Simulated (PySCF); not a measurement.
**Diatomic cations of Tl with the alkali metals**

CCSD(T) with double-zeta basis sets in PySCF, for the lowest determinant that a PBE0 search found; no spin–orbit coupling. De refers to high-spin ground-configuration atoms (the charge goes to the atom of lower measured ionisation energy or higher electron affinity, which is not always the lowest computed limit).

```
 M               basis  reference, frozen orbitals  charged atom  state (unpaired electrons)  Re (Å)  ωe (cm⁻¹)  De (eV)
Li            def2-SVP                      UHF, 4           Li+               doublet (σ ↑)   3.317        175      n/a
Na  cc-pVDZ/cc-pVDZ-PP                      UHF, 5           Na+               doublet (σ ↑)   3.592      100.0      n/a
 K            def2-SVP                      UHF, 9            K+               doublet (σ ↑)   4.153       63.9      n/a
Rb            def2-SVP                      UHF, 4           Rb+               doublet (σ ↑)   4.250       42.3      n/a
Cs            def2-SVP                      UHF, 4           Cs+               doublet (σ ↑)   4.519       34.3      n/a
```

The shortest bond is that of LiTl⁺ (3.317 Å), the longest that of CsTl⁺ (4.519 Å).

The rows differ in basis set, which adds steps of its own.

Down a group the atoms grow and get heavier, so bonds lengthen and wavenumbers fall; this series shows no clear exception.

Correlated steps freeze the inner cores (4 to 9 orbitals); shallow outer-core shells are correlated. These are scalar-relativistic numbers at best; spin–orbit coupling would shift them, the dissociation energy most. States were picked by a PBE0 search and need not be the measured ground states.
